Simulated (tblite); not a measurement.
C5H4Cl2O.
Numbering: `[CH:1]#[C:2][C@H:3]([CH:4]=[O:5])[CH:6]([Cl:7])[Cl:8]` (hydrogens: H9 on C1; H10 on C3; H11 on C4; H12 on C6)

Computed with GFN2-xTB (tblite), gas phase: Langevin dynamics at 300 K from the optimised GFN2-xTB geometry, time step 0.5 fs, friction 0.01 fs⁻¹, 2000 steps.

Start geometry:
```
atom  x, y, z in Å
C1      2.142   -1.138    0.017
C2      1.133   -0.541   -0.216
C3     -0.105    0.174   -0.463
C4      0.021    1.647   -0.090
O5     -0.879    2.326    0.302
C6     -1.291   -0.463    0.262
Cl7    -0.925   -0.641    1.993
Cl8    -1.666   -2.054   -0.436
H9      3.026   -1.669    0.212
H10    -0.312    0.152   -1.544
H11     1.040    2.045   -0.240
H12    -2.182    0.164    0.177
```

The statistics below take the 31 frames saved every 25 fs from 250 to 1000 fs; their kinetic temperature (all 3N coordinates) averages 323 K.

**Question.** How do the bond lengths spread?

**Answer.** 
```json
{"bond": "C1≡C2", "start (Å)": "1.196", "mean (Å)": "1.199", "standard deviation (Å)": "0.010", "shortest (Å)": "1.186", "longest (Å)": "1.224"}
{"bond": "C2–C3", "start (Å)": "1.451", "mean (Å)": "1.451", "standard deviation (Å)": "0.027", "shortest (Å)": "1.400", "longest (Å)": "1.512"}
{"bond": "C3–C4", "start (Å)": "1.524", "mean (Å)": "1.532", "standard deviation (Å)": "0.043", "shortest (Å)": "1.439", "longest (Å)": "1.645"}
{"bond": "C4=O5", "start (Å)": "1.194", "mean (Å)": "1.194", "standard deviation (Å)": "0.017", "shortest (Å)": "1.162", "longest (Å)": "1.231"}
{"bond": "C3–C6", "start (Å)": "1.530", "mean (Å)": "1.539", "standard deviation (Å)": "0.044", "shortest (Å)": "1.480", "longest (Å)": "1.637"}
{"bond": "C6–Cl7", "start (Å)": "1.779", "mean (Å)": "1.790", "standard deviation (Å)": "0.055", "shortest (Å)": "1.687", "longest (Å)": "1.935"}
{"bond": "C6–Cl8", "start (Å)": "1.777", "mean (Å)": "1.793", "standard deviation (Å)": "0.060", "shortest (Å)": "1.686", "longest (Å)": "1.891"}
{"bond": "C1–H9", "start (Å)": "1.049", "mean (Å)": "1.051", "standard deviation (Å)": "0.019", "shortest (Å)": "1.015", "longest (Å)": "1.095"}
{"bond": "C3–H10", "start (Å)": "1.100", "mean (Å)": "1.104", "standard deviation (Å)": "0.038", "shortest (Å)": "1.037", "longest (Å)": "1.177"}
{"bond": "C4–H11", "start (Å)": "1.105", "mean (Å)": "1.115", "standard deviation (Å)": "0.027", "shortest (Å)": "1.073", "longest (Å)": "1.168"}
{"bond": "C6–H12", "start (Å)": "1.092", "mean (Å)": "1.093", "standard deviation (Å)": "0.019", "shortest (Å)": "1.040", "longest (Å)": "1.136"}
```

**Question.** Follow the torsions C2–C3–C4–O5 and C2–C3–C6–Cl7 through every second one of these frames.

**Answer.** 
| t (fs) | C2–C3–C4–O5 (°) | C2–C3–C6–Cl7 (°) |
| --- | --- | --- |
| 250 | -153 | 67 |
| 300 | -157 | 54 |
| 350 | -152 | 44 |
| 400 | -151 | 38 |
| 450 | -140 | 23 |
| 500 | -137 | 17 |
| 550 | -165 | 18 |
| 600 | 173 | 20 |
| 650 | 161 | 33 |
| 700 | 135 | 40 |
| 750 | 137 | 50 |
| 800 | 125 | 60 |
| 850 | 121 | 70 |
| 900 | 143 | 64 |
| 950 | 138 | 69 |
| 1000 | 145 | 61 |

Largest departure from the start value over all these frames: C2–C3–C4–O5 90° (start -150°), C2–C3–C6–Cl7 36° (start 53°).

**Question.** How widely does the potential energy scatter, against a harmonic estimate?

**Answer.** Mean 0.47 eV above the start, standard deviation 0.100 eV, range 0.30 to 0.68 eV. For 30 classical harmonic modes at 300 K the canonical values are 30kT/2 = 0.39 eV and kT·√(30/2) = 0.100 eV.

The run is classical and short, so these are rough statistics of one trajectory.

What follows is the cost of the whole dynamics run. Time: 38 s; peak memory 0.18 GiB. Hardware: an AMD EPYC 7571 with one thread, no GPU, shared host with 64 logical CPUs at a one-minute load of 55.
